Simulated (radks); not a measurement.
The numbers below are computed, except where a source is named.
Ionisation of W2+, [Xe] 4f14 5d4, to W3+, [Xe] 4f14 5d3, under several functionals. Dirac Kohn-Sham, spin-unpolarised, spherical densities, finite nucleus; open shells are shared between the two j in proportion to 2j + 1; a radial shooting solver on a logarithmic mesh with Libxc functionals.

[
 {"functional": "exchange-only B88", "E(W2+) (hartree)": "-16159.4519", "Exc (hartree)": "-321.6372", "IE (eV)": "24.361", "-e(HOMO) (eV)": "18.588", "<r> HOMO (bohr)": "1.926", "IE error (eV)": "-1.639"},
 {"functional": "XLYP", "E(W2+) (hartree)": "-16164.3235", "Exc (hartree)": "-326.5497", "IE (eV)": "25.363", "-e(HOMO) (eV)": "19.537", "<r> HOMO (bohr)": "1.917", "IE error (eV)": "-0.637"},
 {"functional": "LDA (Slater exchange, VWN5 correlation)", "E(W2+) (hartree)": "-16152.9884", "Exc (hartree)": "-315.1252", "IE (eV)": "25.701", "-e(HOMO) (eV)": "19.859", "<r> HOMO (bohr)": "1.902", "IE error (eV)": "-0.299"},
 {"functional": "OLYP", "E(W2+) (hartree)": "-16168.2394", "Exc (hartree)": "-330.6878", "IE (eV)": "25.266", "-e(HOMO) (eV)": "19.390", "<r> HOMO (bohr)": "1.893", "IE error (eV)": "-0.734"},
 {"functional": "PBE", "E(W2+) (hartree)": "-16162.4216", "Exc (hartree)": "-324.6467", "IE (eV)": "25.372", "-e(HOMO) (eV)": "19.542", "<r> HOMO (bohr)": "1.903", "IE error (eV)": "-0.628"}
]

NIST Atomic Spectra Database: 26.0 eV (semi-empirical). Closest: LDA (Slater exchange, VWN5 correlation). The Delta-SCF values span 1.34 eV, the total energies 15.25 hartree. The highest occupied level is 5d5/2. Spin polarisation and multiplet splitting are left out, so open shells lie too high by an amount that depends on their filling. Sharing an open shell by 2j + 1 raises it above the true ground level by a part of the spin-orbit splitting, which enters the differences from NIST.

Beside tabulated values, note that spin-unpolarised runs miss the spin-polarisation part of the exchange energy of open shells.
